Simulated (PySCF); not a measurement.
Input of a run (PBE0-D3(BJ)/def2-SVP geometry optimisation, gas phase, def2 core potentials past Kr (PySCF 2.14.0)), started from GFN2-xTB:
```
{"job": {"xc": "PBE0", "basis": "def2-SVP", "d3": "d3bj", "grid": 1, "maxiter": 30, "shake": 0.03, "kind": "geom"}, "charge": -3, "multiplicity": 1}
Ir     0.062760    -0.077680     0.012130
Cl    -0.035840    -0.023040     2.361160
Cl    -0.042830     0.002340    -2.394590
Cl     2.468870     0.009690     0.008330
Cl    -2.375910    -0.017780    -0.051930
Cl    -0.021280     2.380250     0.003810
Cl     0.036100    -2.375800    -0.007450
```

Output (energies in Eh, forces in Eh/bohr):
```
step   0  E = -2863.81481322  max force = 0.037576
step   1  E = -2863.82059265  max force = 0.010918
step   2  E = -2863.82088634  max force = 0.002471
step   3  E = -2863.82121828  max force = 0.001141
step   4  E = -2863.82123502  max force = 0.000141
step   5  E = -2863.82123704  max force = 0.000067
optimisation converged
```

**Question.** Summarise the run.

**Answer.** The energy falls by 16.9 kJ/mol over 6 energy and gradient evaluations, the largest force component goes from 0.0376 to 6.7e-05 Eh/bohr, and the atoms move by 0.065 Å rms after alignment. The bond that changes most is Ir1–Cl7 (ends: iridium bonded to 6 Cl; chlorine bonded to Ir), which lengthens by 0.134 Å. Bonds longer at the end by more than 0.005 Å: 4 of 6; shorter: 2. Among the angles that change most is Cl2–Ir1–Cl3, from 174.1° to 179.9°. The energy never rose by more than 1e-6 Eh on the way. The first step brought 90 % of the lowering.

**Question.** What are the final bond lengths?

**Answer.** Ir1–Cl2 2.432 Å, Ir1–Cl3 2.432 Å, Ir1–Cl4 2.432 Å, Ir1–Cl5 2.432 Å, Ir1–Cl6 2.432 Å, Ir1–Cl7 2.432 Å. Numbering counts from 1 in the input's order; the species is [IrCl6]3- (`[Cl][Ir-3]([Cl])([Cl])([Cl])([Cl])[Cl]`).

The run used 140 basis functions and 42 SCF cycles in all. Hardware: an Arm Neoverse V1 with one thread, shared host with 64 logical CPUs at a one-minute load of 16. Cost: 80 s wall, 0.61 GiB resident at most.

No frequency check. Whether so highly charged an anion holds all its electrons in the gas phase wasn't checked; a finite basis holds them in any case. No counter-ion or solvent screens the charge of this multiply charged ion.
